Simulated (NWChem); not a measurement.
System: C3F4; SMILES C(=C(F)F)=C(F)F

```xyz
7

F     -2.0833    -0.8069     0.7121
C     -1.3120    -0.0310    -0.0378
F     -2.0742     0.7104    -0.8307
C      0.0001    -0.0014    -0.0010
C      1.3120     0.0312     0.0367
F      2.0377     0.8197     0.8184
F      2.1197    -0.7221    -0.6977
```
Atoms are numbered in this order, from 1.

Level: PBE-D3(BJ)/def2-SVP (NWChem), optimised geometry, unscaled harmonic frequencies. 

Task: List the harmonic frequencies with IR intensities, and the thermochemistry.

Result: 
| frequency (cm⁻¹) | IR intensity (km/mol) |
|---|---|
| 90 | 0.2 |
| 90 | 0.2 |
| 145 | 0.0 |
| 386 | 0.0 |
| 535 | 1.4 |
| 535 | 1.4 |
| 575 | 20.3 |
| 626 | 24.3 |
| 626 | 24.3 |
| 728 | 0.0 |
| 1037 | 503.4 |
| 1244 | 286.8 |
| 1244 | 286.9 |
| 1553 | 0.0 |
| 2087 | 880.2 |

| Quantity | Value |
|---|---|
| zero-point energy | 16.4 kcal/mol |
| thermal correction to the enthalpy at 298.15 K (with zero-point energy) | 21.0 kcal/mol |
| heat capacity Cv | 20.2 cal/(mol K) |
| entropy at 298.15 K and 1 atm (symmetry number 4) | 79.3 cal/(mol K) |
| dipole moment | 0.00 D |

Rigid rotor and harmonic oscillator; modes under 100 cm⁻¹ make the entropy uncertain.
